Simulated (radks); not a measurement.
Results of a calculation; reference values are marked as such.
Q: Fe, 26 electrons, occupied as [Ne] 3s2 3p5 3d6 4s2 4d1 (not the ground configuration). Code: a radial shooting solver on a logarithmic mesh with Libxc functionals. Model: scalar-relativistic Kohn-Sham, BLYP, spin-polarised, spherical densities, finite nucleus; open shells are filled with parallel spins first; Fermi nuclear charge, rms radius 3.7377 fm. Some entries of the table are withheld. Estimate them.

| orbital | occ. | eigenvalue (eV) | <r^2> (bohr^2) | <r> (bohr) |
|---|---|---|---|---|
| 1s up | 1 | -7017.460 | 0.004595 | 0.05845 |
| 1s down | 1 | -7016.966 | 0.004594 | 0.05845 |
| 2s up | 1 | -834.4216 | 0.08425 | 0.2671 |
| 2s down | 1 | -831.9783 | 0.08393 | 0.2666 |
| 2p up | 3 | -713.5178 | 0.06822 | 0.2356 |
| 2p down | 3 | -711.3832 | 0.06791 | 0.2351 |
| 3s up | 1 | -108.5155 | 0.7408 | 0.8017 |
| 3s down | 1 | -102.2593 | 0.7538 | 0.8081 |
| 3p up | 3 | -74.3414 | 0.8323 | 0.8415 |
| 3p down | 2 | -68.3125 | 0.8573 | 0.8527 |
| 3d up | 5 | (1) | (2) | 0.9966 |
| 3d down | 1 | (3) | (4) | 1.070 |
| 4s up | 1 | (5) | 7.385 | 2.537 |
| 4s down | 1 | (6) | 7.969 | 2.637 |
| 4p up | 0 | -5.3265 | 12.34 | 3.248 |
| 4p down | 0 | -4.8158 | 13.26 | 3.376 |
| 5s up | 0 | -1.6426 | 68.52 | 7.789 |
| 4d up | 1 | -0.6136 | 94.67 | 8.926 |

A: 
(1) 3d up eigenvalue (eV): -20.5739
(2) 3d up <r^2> (bohr^2): 1.267
(3) 3d down eigenvalue (eV): -15.3737
(4) 3d down <r^2> (bohr^2): 1.496
(5) 4s up eigenvalue (eV): -10.9554
(6) 4s down eigenvalue (eV): -10.0664
